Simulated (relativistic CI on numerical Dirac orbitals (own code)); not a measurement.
# Line list: Electric-dipole lines, Mn⁺

Calculated at this level of theory: Dirac-Coulomb-Breit CI, separate exchange-only KLI orbitals for each configuration, a model potential for QED, valence Slater integrals scaled by 0.85, configuration energies shifted to the measured levels that pair with them (semi-empirical) (own radial code, finite nucleus).

Configurations in the expansion (outside the closed core [Ar]): 3d5.4s, 3d6, 3d5.4p, 3d4.4s2, 3d5.4d, 3d5.4f, 3d5.5s, 3d4.4s.4p, 3d5.5p, 3d3.4s.4p2, 3d5.6s, 3d4.4p2, 3d5.5d, 3d5.6p, 3d5.5g, 3d5.5f, 3d5.6d, 3d5.6g, 3d4.4s.5p, 3d3.4s2.4p, 3d4.4s.5s, 3d4.4s.6s, 3d4.4s.5d, 3d4.4s.4d, 3d4.4s.6p, 3d4.4p.4d, 3d4.4s.5f. Levels of other configurations are missing.

```csv
λ vac (Å),Lower,Upper,A (s⁻¹),E lower (eV),E upper (eV)
1708.1,3d6 5D_4 [3],3d5.4p 5D°_4 [161],1.33e+08,1.7815,9.0402
1925.0,3d6 5D_4 [3],3d5.4p 5F°_5 [115],1.31e+08,1.7815,8.2223
1929.9,3d6 5D_3 [4],3d5.4p 5F°_4 [116],1.06e+08,1.8114,8.2357
2581.2,3d5.4s 5G_3 [11],3d5.4p 5F°_2 [118],2.38e+08,3.4498,8.2532
2581.7,3d5.4s 5D_4 [28],3d5.4p 5D°_4 [161],2.11e+08,4.2378,9.0402
2584.7,3d5.4s 5G_4 [10],3d5.4p 5F°_3 [117],2.29e+08,3.4489,8.2458
2589.2,3d5.4s 5G_5 [9],3d5.4p 5F°_4 [116],2.38e+08,3.4471,8.2357
2592.8,3d5.4s 7S_3 [1],3d5.4p 7P°_4 [42],3.30e+08,0.0000,4.7818
2594.8,3d5.4s 5G_6 [8],3d5.4p 5F°_5 [115],2.59e+08,3.4441,8.2223
2607.4,3d5.4s 7S_3 [1],3d5.4p 7P°_3 [38],3.24e+08,0.0000,4.7551
2617.5,3d5.4s 7S_3 [1],3d5.4p 7P°_2 [36],3.20e+08,0.0000,4.7367
2618.4,3d5.4s 5F_5 [61],3d5.4p 5G°_6 [251],3.03e+08,5.5999,10.3349
2625.5,3d5.4s 3I_5 [49],3d5.4p 3H°_4 [214],2.85e+08,5.0391,9.7614
2628.4,3d5.4s 3I_6 [48],3d5.4p 3H°_5 [213],2.54e+08,5.0369,9.7539
2633.9,3d5.4s 5G_6 [8],3d5.4p 5H°_7 [114],3.21e+08,3.4441,8.1513
2636.6,3d5.4s 3I_7 [47],3d5.4p 3H°_6 [211],2.61e+08,5.0350,9.7374
2640.6,3d5.4s 5G_5 [9],3d5.4p 5H°_6 [113],3.12e+08,3.4471,8.1425
2646.8,3d5.4s 5G_4 [10],3d5.4p 5H°_5 [112],3.01e+08,3.4489,8.1332
2652.4,3d5.4s 5G_3 [11],3d5.4p 5H°_4 [111],2.92e+08,3.4498,8.1242
2657.2,3d5.4s 5G_2 [12],3d5.4p 5H°_3 [110],2.89e+08,3.4502,8.1162
2671.2,3d5.4s 5D_4 [28],3d5.4p 5F°_5 [152],2.82e+08,4.2378,8.8793
2683.8,3d5.4s 5D_3 [31],3d5.4p 5F°_4 [151],2.44e+08,4.2463,8.8660
2696.3,3d5.4s 3H_6 [74],3d5.4p 3I°_7 [286],2.94e+08,6.0852,10.6836
2699.7,3d5.4s 5P_3 [16],3d5.4p 5D°_4 [132],2.25e+08,3.9190,8.5115
2702.4,3d5.4s 3H_5 [72],3d5.4p 3I°_6 [285],2.73e+08,6.0782,10.6661
2708.7,3d5.4s 1I_6 [57],3d5.4p 1I°_6 [225],2.94e+08,5.4513,10.0285
2712.3,3d5.4s 3I_6 [48],3d5.4p 3K°_7 [201],1.96e+08,5.0369,9.6082
2712.5,3d5.4s 3I_7 [47],3d5.4p 3K°_8 [200],3.03e+08,5.0350,9.6059
2720.7,3d5.4s 5G_6 [8],3d5.4p 5G°_6 [106],2.82e+08,3.4441,8.0012
2722.0,3d5.4s 5P_3 [16],3d5.4p 5D°_3 [130],1.40e+08,3.9190,8.4740
2724.2,3d5.4s 5G_5 [9],3d5.4p 5G°_5 [105],2.45e+08,3.4471,7.9984
2726.5,3d5.4s 5G_4 [10],3d5.4p 5G°_4 [104],2.18e+08,3.4489,7.9962
2728.2,3d5.4s 5G_3 [11],3d5.4p 5G°_3 [103],2.07e+08,3.4498,7.9944
2729.3,3d5.4s 5G_2 [12],3d5.4p 5G°_2 [102],2.30e+08,3.4502,7.9930
2738.0,3d5.4s 3I_5 [49],3d5.4p 3I°_5 [198],2.42e+08,5.0391,9.5674
2740.9,3d5.4s 3I_7 [47],3d5.4p 3I°_7 [197],1.80e+08,5.0350,9.5585
2855.2,3d6 3G_5 [33],3d5.4p 3G°_5 [140],1.91e+08,4.4229,8.7652
2877.8,3d5.4s 3G_5 [25],3d5.4p 3H°_6 [123],1.75e+08,4.1228,8.4311
2879.6,3d5.4s 3G_3 [27],3d5.4p 3H°_4 [127],1.74e+08,4.1426,8.4483
2879.6,3d5.4s 3G_5 [25],3d5.4p 3F°_4 [122],1.63e+08,4.1228,8.4284
2881.2,3d5.4s 3G_4 [26],3d5.4p 3H°_5 [125],1.70e+08,4.1383,8.4415
2897.6,3d5.4s 1I_6 [57],3d5.4p 1K°_7 [210],2.44e+08,5.4513,9.7302
2958.5,3d5.4s 5S_2 [2],3d5.4p 5P°_1 [56],2.37e+08,1.2297,5.4205
2963.1,3d5.4s 5S_2 [2],3d5.4p 5P°_2 [55],2.36e+08,1.2297,5.4140
2970.2,3d5.4s 5S_2 [2],3d5.4p 5P°_3 [54],2.34e+08,1.2297,5.4039
```

Terms are leading LS components. Brackets give the number of a level in order of energy, since labels repeat. The list gives strong lines, with weight on those to low levels, without configurations that were not tied to measured data, without lines whose two gauges differ by over a factor of 2.5, among the lowest 400 of 9500 levels, so that lines to higher ones, which can be the strongest, are missing, and without lines across small gaps between configurations, and without 10 lines that miss the measured interval by over 3.5 %, start from a term whose rates miss tabulated ones by over 60 %, have gauges far apart or, lacking measured levels, span too small a gap for the errors found; lines with a level outside our table were not tested and can miss by more. Levels whose partners in the same complex of configurations lie outside the list can be far off, and so can their lines. Rates are taken at the computed energies, electric ones in the length gauge.

Configurations whose levels could be paired with our table of measured levels were shifted onto them, all but the ground configuration, by the median error of their levels; single terms can still be off by 1,000 to 2,000 cm⁻¹ or more, and rates follow the energies as ν³ (E1, M1) or ν⁵ (E2). The others borrow a shift and can be off by several thousand cm⁻¹ or more. The fine structure of a lone outer electron comes out too small, for d and f at times inverted, and misplaced configurations move strength between like terms. 17 of the 17 excited levels that our extract of the measured tables holds in this range could be paired (the sources list more); they are missed by 168 cm⁻¹ on average and 445 at most, after the shifts were fitted to these levels, and levels without a partner can miss by more.

LS names give the leading component of a level, which can be under half, so a name can repeat, a term be missing and a line seem to break the LS rules.
